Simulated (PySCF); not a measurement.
GaH₇OSi₂. Atoms are numbered in the order given.

```xyz
11

Ga    -0.2593    -0.0016     0.0000
O     -2.0596    -0.1213     0.0000
H     -2.5442     0.7144     0.0000
Si     0.7593    -2.1974     0.0000
H      1.6308    -2.3589    -1.2050
H      1.6308    -2.3589     1.2050
H     -0.2615    -3.2853     0.0000
Si     0.7489     2.2138     0.0000
H      1.6128     2.3913     1.2076
H      1.6128     2.3913    -1.2076
H     -0.2805     3.2986     0.0000
```
Charge 0, spin multiplicity 1.

Geometry: B3LYP-D3(BJ)/def2-SVP. The structure was generated by enumeration; whether it is a known compound was not checked. Other conformers were not sampled.

Method: PBE/pcSseg-1 in PySCF.

GIAO shieldings, no solvent; atoms listed in one row are averaged. δ = σ(ref) − σ: ¹⁷O against H2O (σ = 334.3 ppm); ¹H against TMS (σ = 31.49 ppm); ²⁹Si against TMS (σ = 335.4 ppm), references at their B3LYP-D3(BJ)/def2-TZVP geometries, non-relativistic.

Estimate the chemical shifts. (Estimate from the structure and the level; the computed values follow.)


| nucleus | atoms | count | δ (ppm) |
|---|---|---|---|
| ¹⁷O | O2 | 1 | 216.2 |
| ¹H | H3 | 1 | 6.05 |
| ¹H | H5, H6, H7 | 3 | 3.76 |
| ¹H | H9, H10, H11 | 3 | 3.68 |
| ²⁹Si | Si4 | 1 | -117.6 |
| ²⁹Si | Si8 | 1 | -120.8 |
